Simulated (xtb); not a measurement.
F$_{4}$OW, triplet, geometry from GFN2-xTB of the parent state (such geometries of metal compounds can be far from the true shape) (the multiplicity is a formal guess); GFN2-xTB (xtb 6.7.1).

The xtb input:
```
$ xtb mol.xyz --gfn 2 --chrg 0 --uhf 2 --json

# file mol.xyz
6

W      0.06830354    -0.08411416     0.04394939
O      1.05674556    -1.30135662     0.67995486
F     -0.97134487    -0.69572284    -1.53092736
F      0.22087672     1.61990623     1.04804436
F      0.98756622     0.99128778    -1.34660359
F     -1.73803437    -0.06710439     0.86372059
```

The log (banner, timings and long lists left out):

```
   ID    Z sym.   atoms
    1   74 W      1
    2    8 O      2
    3    9 F      3-6

           -------------------------------------------------
          |                Calculation Setup                |
           -------------------------------------------------

           -------------------------------------------------
          |                 G F N 2 - x T B                 |
           -------------------------------------------------

          ...................................................
          :                      SETUP                      :
          :.................................................:
          :  # basis functions                  30          :
          :  # atomic orbitals                  29          :
          :  # shells                           13          :
          :  # electrons                        40          :
          :  max. iterations                   250          :
          :  Hamiltonian                  GFN2-xTB          :
          :  restarted?                      false          :
          :  GBSA solvation                  false          :
          :  PC potential                    false          :
          :  electronic temp.          300.0000000     K    :
          :  accuracy                    1.0000000          :
          :  -> integral cutoff          0.2500000E+02      :
          :  -> integral neglect         0.1000000E-07      :
          :  -> SCF convergence          0.1000000E-05 Eh   :
          :  -> wf. convergence          0.1000000E-03 e    :
          :  Broyden damping             0.4000000          :
          :  net charge                          0          :
          :  unpaired electrons                  2          :
          ...................................................

 iter      E             dE          RMSdq      gap      omega  full diag
   1    -17.3910484 -0.173910E+02  0.237E+01    2.08       0.0  T
   2    -20.1132192 -0.272217E+01  0.274E+01    3.17       1.0  T
   3    -23.3480207 -0.323480E+01  0.157E+01    1.42       1.0  T
   4    -24.7591825 -0.141116E+01  0.107E+01    1.74       1.0  T
   5    -25.0267916 -0.267609E+00  0.929E+00    2.16       1.0  T
   6    -25.2234590 -0.196667E+00  0.791E+00    2.04       1.0  T
   7    -19.8193812  0.540408E+01  0.411E+01    1.36       1.0  T
   8    -25.2954612 -0.547608E+01  0.846E+00    2.17       1.0  T
   9    -25.4945026 -0.199041E+00  0.468E+00    1.90       1.0  T
  10    -25.5041511 -0.964853E-02  0.486E+00    1.90       1.0  T
  11    -25.4830448  0.211063E-01  0.502E+00    1.87       1.0  T
  12    -25.4513636  0.316812E-01  0.506E+00    1.81       1.0  T
  13    -25.4867130 -0.353494E-01  0.448E+00    1.76       1.0  T
  14    -25.5356163 -0.489033E-01  0.348E+00    1.72       1.0  T
  15    -25.5554068 -0.197905E-01  0.254E+00    1.66       1.0  T
  16    -25.5532531  0.215372E-02  0.232E+00    1.59       1.0  T
  17    -25.5669229 -0.136698E-01  0.160E+00    1.54       1.0  T
  18    -25.5773995 -0.104765E-01  0.828E-01    1.50       1.0  T
  19    -25.5787368 -0.133732E-02  0.647E-01    1.48       1.0  T
  20    -25.5792642 -0.527478E-03  0.491E-01    1.47       1.0  T
  21    -25.5795092 -0.244908E-03  0.383E-01    1.46       1.0  T
  22    -25.5799328 -0.423609E-03  0.291E-01    1.45       1.0  T
  23    -25.5801486 -0.215826E-03  0.129E-01    1.43       1.0  T
  24    -25.5802173 -0.686640E-04  0.897E-02    1.43       1.0  T
  25    -25.5802485 -0.312113E-04  0.623E-02    1.43       1.0  T
  26    -25.5802504 -0.193493E-05  0.582E-02    1.43       1.0  T
  27    -25.5802701 -0.197224E-04  0.256E-02    1.43       1.6  T
  28    -25.5802750 -0.490019E-05  0.615E-03    1.43       6.6  T
  29    -25.5802750  0.214893E-07  0.642E-03    1.43       6.4  T
  30    -25.5802753 -0.283289E-06  0.253E-03    1.43      16.2  T
  31    -25.5802753 -0.285163E-07  0.173E-03    1.43      23.7  T
[...]
         :: total energy             -25.554873805274 Eh    ::
[...]
         1        2.0000           -0.9523367             -25.9144
       ...           ...                  ...                  ...
         9        2.0000           -0.5743064             -15.6277
        10        2.0000           -0.5607583             -15.2590
        11        2.0000           -0.5607583             -15.2590
        12        2.0000           -0.5597927             -15.2327
        13        2.0000           -0.5567134             -15.1489
        14        1.9971           -0.5518851             -15.0176
        15        1.9971           -0.5518851             -15.0176
        16        1.9847           -0.5502877             -14.9741
        17        1.7916           -0.5475971             -14.9009
        18        1.7478           -0.5473617             -14.8945
        19        1.7478           -0.5473617             -14.8945
        20        1.7338           -0.5472926             -14.8926
        21        1.0000           -0.3624166              -9.8619 (HOMO)
        22                         -0.3098323              -8.4310 (LUMO)
        23                         -0.2901572              -7.8956
        24                         -0.2901571              -7.8956
        25                         -0.1812837              -4.9330
        26                          0.0577630               1.5718
        27                          0.3844283              10.4608
        28                          0.3844284              10.4608
        29                          0.3907515              10.6329
      -------------------------------------------------------------
                  HL-Gap            0.0525843 Eh            1.4309 eV
             Fermi-level           -0.4412268 Eh          -12.0064 eV

     #   Z          covCN         q      C6AA      α(0)
     1  74 W        3.830     1.233   373.178    42.606
     2   8 O        0.830    -0.272    19.296     5.889
     3   9 F        0.750    -0.240    11.662     4.033
     4   9 F        0.750    -0.240    11.662     4.033
     5   9 F        0.750    -0.240    11.662     4.033
     6   9 F        0.750    -0.240    11.662     4.033

 Mol. C6AA /au·bohr⁶  :       1327.871426
 Mol. C8AA /au·bohr⁸  :      99669.913648
 Mol. α(0) /au        :         64.628790

Wiberg/Mayer (AO) data.
largest (>0.10) Wiberg bond orders for each atom

 ---------------------------------------------------------------------------
     #   Z sym  total        # sym  WBO       # sym  WBO       # sym  WBO
 ---------------------------------------------------------------------------
     1  74 W    5.402 --     2 O    1.931     5 F    0.868     4 F    0.868
                             3 F    0.868     6 F    0.868
     2   8 O    2.118 --     1 W    1.931
     3   9 F    1.053 --     1 W    0.868
     4   9 F    1.053 --     1 W    0.868
     5   9 F    1.053 --     1 W    0.868
     6   9 F    1.053 --     1 W    0.868
 ---------------------------------------------------------------------------

Topologies differ in total number of bonds
Writing topology from bond orders to xtbtopo.mol

molecular dipole:
                 x           y           z       tot (Debye)
 q only:        0.297      -0.366       0.191
   full:        0.114      -0.141       0.073       0.497
molecular quadrupole (traceless):
                xx          xy          yy          xz          yz          zz
 q only:        0.015      -0.772       0.339       0.404      -0.497      -0.353
  q+dip:        0.030      -1.577       0.691       0.824      -1.015      -0.721
   full:        0.029      -1.531       0.671       0.800      -0.985      -0.700

           -------------------------------------------------
          | TOTAL ENERGY              -25.554873805274 Eh   |
          | GRADIENT NORM               0.017183192595 Eh/α |
          | HOMO-LUMO GAP               1.430891113706 eV   |
           -------------------------------------------------

normal termination of xtb
```
